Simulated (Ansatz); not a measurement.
Basis-set series for `BOC1CO1`. The species carries charge 0 and has multiplicity 1. The geometry is a stationary point of PBE0-D4/def2-TZVP. It is one conformer, not always the lowest.

```csv
atom,x (Å),y (Å),z (Å)
B1,0.944,-0.253,-1.454
O2,-0.235,0.312,-1.130
C3,-0.575,0.653,0.170
C4,-0.430,-0.280,1.276
O5,-1.697,0.014,0.677
H6,1.125,-0.476,-2.614
H7,1.752,-0.506,-0.604
H8,-0.540,1.729,0.319
H9,-0.296,0.084,2.291
H10,-0.047,-1.275,1.069
```

```json
{"functional": "PBE0-D4", "basis": "def2-SVP", "functions": "95", "energy (Eh)": "-254.01705", "HOMO (eV)": "-8.39", "LUMO (eV)": "-0.57"}
{"functional": "PBE0-D4", "basis": "def2-TZVPP", "functions": "225", "energy (Eh)": "-254.30961", "HOMO (eV)": "-8.50", "LUMO (eV)": "-0.73"}
{"functional": "ωB97M-V", "basis": "def2-SVP", "functions": "95", "energy (Eh)": "-254.20060", "HOMO (eV)": "-10.80", "LUMO (eV)": "1.51"}
{"functional": "ωB97M-V", "basis": "def2-TZVPP", "functions": "225", "energy (Eh)": "-254.50346", "HOMO (eV)": "-10.92", "LUMO (eV)": "1.12"}
```

(1) Give the rows for def2-QZVPP. (Estimate.)

Answers

(1) Ansatz gave: 
```tsv
functional	basis	functions	energy (Eh)	HOMO (eV)	LUMO (eV)
PBE0-D4	def2-QZVPP	435	-254.32400	-8.54	-0.79
ωB97M-V	def2-QZVPP	435	-254.51711	-10.95	0.90
```

Positive LUMOs are unbound and depend on the basis.
